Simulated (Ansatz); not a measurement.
`[Cl][Al@H-]1[OH+][Al@H-]([Cl])[OH+]1` → 2 Al• + 2 Cl• + 4 H• + 2 O•  (atomization)

Calculated with Ansatz (gas phase, PBE0-D4/def2-TZVP geometries, no zero-point term in ΔE). CBS: MP2 limit from def2 TZ/QZ plus the TZ coupled-cluster correction, frozen cores. This one scheme is used for every species, atoms too. DFT in def2-TZVPP. B3LYP here is the variant with VWN-RPA as its local correlation; programs differ in this. Open shells (•) are unrestricted, without spin–orbit coupling. Spin–orbit coupling would lower the free atoms: a little for Al, Cl, O.

Task: What is ΔE at CCSD(T)/CBS? (Estimate.)

Result: The calculation gave: +37.57 eV.

Task: What do these levels give: B3LYP-D4, revPBE, r2SCAN, MP2/def2-SVP, MP2/def2-TZVPP, MP2/CBS(def2)? (Best estimate.)

Result: Computed: B3LYP-D4 36.73, revPBE 35.33, r2SCAN 37.39, MP2/def2-SVP 36.02, MP2/def2-TZVPP 37.47, MP2/CBS(def2) 38.64 eV.

Task: What do rigid-rotor, harmonic-oscillator terms from PBE0-D4/def2-TZVP frequencies (298.15 K, 1 bar) make of the CCSD(T)/CBS value? (Estimate.)

Result: Ansatz gave: ΔZPE = -1.32 eV, ΔH = +36.62 eV, ΔS = 1051 J/(mol·K), ΔG = +33.37 eV. Open shells count their whole term as degenerate.

Largest T1 diagnostic among the species: 0.018.

From r2SCAN to r2SCAN0 (25 % exact exchange), in def2-TZVPP and without D4, ΔE moves by −0.66 eV: exact exchange takes away binding that semilocal exchange gives to molecules. The D4 term adds +0.49 eV with B3LYP and +0.26 eV with PBE0; it sums over pairs of atoms, weighted by their polarisabilities, and B3LYP, whose exchange is more repulsive, gets the larger term. In def2-TZVPP, CCSD(T) changes the Hartree–Fock value by +8.41 eV (the triples alone add +0.53 eV) and MP2 by +9.48 eV; breaking electron pairs costs correlation energy, which Hartree–Fock lacks.

For atomizations the MP2-based limit and the directly extrapolated one differ by several kJ/mol either way, and by 10 to 25 for some Ge, Se and Sn compounds, so smaller differences from it don't rank the levels.
